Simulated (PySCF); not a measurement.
The dipole of `CC#CP(NC)C(F)(F)F` from its density and from atomic charges.

Coordinates (PBE0-D3(BJ)/def2-SVP, Å) and charges (e) from the PBE0/pcSseg-1 density (PySCF):

```tsv
atom	x	y	z	Mulliken	IAO	Hirshfeld	ESP-fitted
C1	3.678	-0.094	-0.179	-0.1985	-0.4316	-0.0882	-0.5276
C2	2.244	0.051	-0.332	-0.2808	+0.0121	-0.0177	+0.1297
C3	1.038	0.173	-0.448	-0.3252	-0.3474	-0.1548	-0.1938
P4	-0.683	0.352	-0.791	+0.7437	+0.6941	+0.1942	-0.0178
N5	-1.346	-0.955	0.055	-0.6726	-0.5979	-0.1934	-0.3569
C6	-2.675	-1.431	-0.256	-0.0974	-0.2968	-0.0679	+0.0151
C7	-0.998	1.759	0.448	+0.5890	+0.6045	+0.1934	+0.4206
F8	-2.310	2.034	0.457	-0.2759	-0.2859	-0.1025	-0.1525
F9	-0.661	1.437	1.704	-0.2727	-0.2842	-0.0999	-0.1609
F10	-0.343	2.873	0.125	-0.2583	-0.2756	-0.0971	-0.1452
H11	4.003	0.200	0.831	+0.1599	+0.1747	+0.0650	+0.1843
H12	4.216	0.533	-0.908	+0.1601	+0.1757	+0.0657	+0.1983
H13	3.983	-1.139	-0.345	+0.1593	+0.1762	+0.0660	+0.1899
H14	-1.059	-1.072	1.023	+0.2092	+0.2582	+0.1128	+0.2686
H15	-2.859	-1.316	-1.334	+0.1230	+0.1508	+0.0441	+0.0697
H16	-2.764	-2.503	-0.018	+0.1233	+0.1453	+0.0462	+0.0377
H17	-3.479	-0.890	0.278	+0.1139	+0.1277	+0.0341	+0.0408
```

Q: Form Σ q r in debye for every column and set it beside the full dipole.

A: The full density gives (1.43, -2.26, 0.35) D, 2.70 D in size; dipole vectors point from the negative to the positive end.

```csv
scheme,μx,μy,μz,size (D),share of the full size (%),angle to the full dipole (°)
Mulliken,-0.39,-2.54,-3.23,4.13,153,69
IAO,0.65,-2.51,-3.05,4.00,148,59
Hirshfeld,1.13,-1.50,-0.78,2.03,75,30
ESP-fitted,1.40,-2.25,0.27,2.66,98,2
```

Q: Which set comes closest?

A: Length of the difference vector: ESP-fitted 0.09 D, Hirshfeld 1.39 D, IAO 3.50 D, Mulliken 4.03 D. Closest: ESP-fitted. The schemes that divide the density aren't constrained to reproduce the dipole.

Q: What is left for the Hirshfeld atoms' own dipoles?

A: The shares of the density sum to the whole, so what Σ q r misses lies in dipoles about the nuclei. The atomic dipoles sum to (1.43, -2.26, 0.35) − (1.13, -1.50, -0.78) = (0.30, -0.76, 1.13) D, 1.39 D in size.

Q: With the origin at the mean of the coordinates, (-0.001, 0.001, 0.018) Å, which are the largest single terms, by size, of the ESP-fitted dipole along the direction of the full one?

A: C1 -5.08, C7 -3.93, H13 +2.76, F8 +2.10, H11 +1.83 D; all 17 atoms together +2.66 D. The single terms depend on the origin, their sum doesn't.

Q: Give the size of the full dipole in other units.

A: 2.70 D = 1.062 au = 0.562 e·Å = 9.01 × 10⁻³⁰ C·m.

Isolated species at its PBE0-D3(BJ)/def2-SVP geometry (one conformer only).

Conformer computed: `[CH3:1][C:2]#[C:3][P:4]([NH:5][CH3:6])[C:7]([F:8])([F:9])[F:10]`: C3–P4–N5–C6 -162°, C3–P4–C7–F8 -176°.
